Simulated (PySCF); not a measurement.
C2H4ClNOSi, SMILES C[Si@@H](Cl)OC#N.

Coordinates come from a PBE0-D3(BJ)/def2-SVP optimisation. The structure was generated by enumeration; whether it is a known compound was not checked. The values are those of a single conformer.

Method: PBE/def2-TZVP in PySCF.

Gas-phase values at a fixed geometry.

**Question.** Estimate the frontier levels, gap, dipole moment and polarisability. (An estimate is asked for; the answer gives what the named calculation found.)

**Answer.** 
The highest occupied level comes out as -7.32 eV and the lowest empty level comes out as -1.10 eV. The orbital gap is 6.22 eV and the dipole moment is 4.75 D. The quadrupole, principal values (traceless, Buckingham form, about the centre of nuclear charge) is -14.90, 5.59, 9.31 D·Å, the mean static polarisability is 67.1 bohr³ (9.94 Å³) and the polarisability, principal values is 57.4, 65.8, 77.9 bohr³.
